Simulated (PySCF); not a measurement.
A compound of formula C50H46 has these computed shifts in ppm, with the number of atoms in brackets (GIAO KT3/pcSseg-1, gas phase, PySCF SCF with an in-house response code, fitting set def2-universal-JFIT, grid level 2, non-relativistic, geometry: GFN2-xTB; 13C, 1H against isolated TMS).

1H: 7.88 (1), 7.87 (1), 7.84 (1), 7.76 (1), 7.75 (1), 7.73 (1), 7.68 (1), 7.68 (1), 7.66 (1), 7.64 (1), 7.63 (1), 7.58 (1), 7.58 (1), 7.58 (1), 7.54 (1), 7.47 (1), 7.39 (1), 7.37 (1), 7.36 (1), 7.28 (1), 7.14 (1), 7.13 (1), 6.93 (1), 6.64 (1), 6.45 (1), 6.26 (1), 6.14 (1), 5.91 (1), 3.43 (1), 2.52 (1), 2.32 (1), 2.14 (1), 2.08 (1), 2.04 (1), 1.84 (1), 1.67 (1), 1.64 (1), 1.52 (1), 1.08 (1), 0.97 (3), 0.77 (1), 0.38 (3)
13C: 140.2 (1), 137.7 (1), 137.4 (1), 134.9 (1), 126.1 (1), 125.9 (1), 125.4 (1), 124.8 (1), 124.4 (1), 124.3 (1), 124.2 (1), 124.2 (1), 124.1 (1), 123.9 (1), 123.5 (1), 123.5 (1), 123.0 (1), 123.0 (1), 122.2 (1), 122.1 (1), 122.1 (1), 121.8 (1), 121.4 (1), 121.4 (1), 121.4 (1), 121.3 (1), 121.2 (1), 121.0 (1), 120.0 (1), 120.0 (1), 119.7 (1), 119.7 (1), 119.6 (1), 119.3 (1), 118.9 (1), 118.6 (1), 118.2 (1), 117.9 (1), 117.5 (1), 116.1 (1), 52.7 (1), 51.9 (1), 49.2 (1), 48.2 (1), 43.4 (1), 42.3 (1), 41.9 (1), 34.6 (1), 26.7 (1), 15.7 (1)

Task: Which structure gave them?

Result: CC[C@@H](C[C@@H](C[C@@H](C[C@H](C)c1ccc2ccccc2c1)c1ccc2ccccc2c1)c1ccc2ccccc2c1)c1ccc2ccccc2c1. Other isomers were not compared.
